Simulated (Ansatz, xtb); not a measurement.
Two isomers of C3H8OSSi

Structure X is `[SiH3][C@@H]1CO[C@@H]1S`, a singlet and structure Y is `[SiH3][C@@]1(S)CCO1`, a singlet. Both are isolated molecules in the gas phase, relaxed with B3LYP-D3(BJ)/def2-SVP; the shapes shown needn't be the lowest conformers.

X (Å):

```json
{"atom": "C", "x (Å)": "0.4322", "y (Å)": "0.6779", "z (Å)": "0.0060"}
{"atom": "C", "x (Å)": "0.3224", "y (Å)": "1.7004", "z (Å)": "1.1614"}
{"atom": "C", "x (Å)": "-0.6137", "y (Å)": "1.5966", "z (Å)": "-0.6804"}
{"atom": "O", "x (Å)": "-0.6571", "y (Å)": "2.4708", "z (Å)": "0.4433"}
{"atom": "S", "x (Å)": "-2.2447", "y (Å)": "0.9431", "z (Å)": "-1.1921"}
{"atom": "Si", "x (Å)": "0.0397", "y (Å)": "-1.1390", "z (Å)": "0.3677"}
{"atom": "H", "x (Å)": "1.1578", "y (Å)": "-1.6787", "z (Å)": "1.1984"}
{"atom": "H", "x (Å)": "-0.0604", "y (Å)": "-1.9312", "z (Å)": "-0.8880"}
{"atom": "H", "x (Å)": "-1.2219", "y (Å)": "-1.2623", "z (Å)": "1.1520"}
{"atom": "H", "x (Å)": "1.4047", "y (Å)": "0.7217", "z (Å)": "-0.5098"}
{"atom": "H", "x (Å)": "-0.0772", "y (Å)": "1.3230", "z (Å)": "2.1205"}
{"atom": "H", "x (Å)": "1.2390", "y (Å)": "2.2801", "z (Å)": "1.3645"}
{"atom": "H", "x (Å)": "-0.2470", "y (Å)": "2.0971", "z (Å)": "-1.5939"}
{"atom": "H", "x (Å)": "-2.6165", "y (Å)": "0.5268", "z (Å)": "0.0400"}
```

Y (Å):

```xyz
14

C    -0.2549    0.9893    0.3594
C    -0.6879   -0.3621    0.9849
C     0.8227   -0.5873    1.1737
O     1.1372    0.6458    0.5025
S    -0.7940    2.3878    1.4347
Si   -0.6793    1.3144   -1.4700
H    -2.1525    1.4666   -1.6363
H    -0.2094    0.1582   -2.2888
H     0.0127    2.5576   -1.9123
H    -0.1436    3.3598    0.7536
H    -1.1820   -1.0547    0.2883
H    -1.2863   -0.2875    1.9033
H     1.1694   -0.5861    2.2216
H     1.2520   -1.4588    0.6523
```

Quicker runs give these differences E(Y) − E(X): GFN2-xTB −0.03 kcal/mol; HF/STO-3G +0.58 kcal/mol (at GFN2-xTB geometries); r2SCAN-D4/def2-SVP +0.26 kcal/mol (at GFN2-xTB geometries).

Task: Estimate which is lower in electronic energy at CCSD(T)/def2-SVP + ΔMP2/def2-TZVPP, and by roughly how much.

Result: Too close to call at this level: CCSD(T)/def2-SVP + ΔMP2/def2-TZVPP gives E(Y) − E(X) = +0.85 kcal/mol.

Level by level:

```
                             level               geometry  E(Y) − E(X) (kcal/mol)  departure from the last row (kcal/mol)  job, with rough time for the two
                          GFN2-xTB               GFN2-xTB                     −0.03                                   −0.88              optimisation, 0.33 s
                         HF/STO-3G               GFN2-xTB                     +0.58                                   −0.27               single point, 0.5 s
                r2SCAN-D4/def2-SVP               GFN2-xTB                     +0.26                                   −0.59               single point, 3.1 s
             B3LYP-D3(BJ)/def2-SVP  B3LYP-D3(BJ)/def2-SVP                     +1.36                                   +0.51                optimisation, 49 s
                       HF/def2-SVP  B3LYP-D3(BJ)/def2-SVP                     +1.62                                   +0.77           part of the CCSD(T) run
                      MP2/def2-SVP  B3LYP-D3(BJ)/def2-SVP                     +0.99                                   +0.14           part of the CCSD(T) run
                  CCSD(T)/def2-SVP  B3LYP-D3(BJ)/def2-SVP                     +1.00                                   +0.16                      single point
CCSD(T)/def2-SVP + ΔMP2/def2-TZVPP  B3LYP-D3(BJ)/def2-SVP                     +0.85                                                        single point, 33 s
```

As drawn, both hold the same kinds of bond in the same numbers.

The largest departure from CCSD(T)/def2-SVP + ΔMP2/def2-TZVPP is that of GFN2-xTB, 0.88 kcal/mol. The last row adds to CCSD(T) the change of the MP2 difference between the two basis sets, here −0.16 kcal/mol.

With thermal terms from frequencies at re-optimised GFN2-xTB minima (ideal gas, soft modes damped towards free rotors, one conformer each, 298.15 K, 1 atm): on the last row, ΔE + ΔZPE = +0.41, ΔH = +0.67, ΔG = +0.12 kcal/mol.

The correlated steps freeze 14 core orbitals. Run with Ansatz 0.2.0, xtb 6.7.1; the last row on 2 threads of Intel(R) Xeon(R) 6975P-C (Granite Rapids) on a shared host.
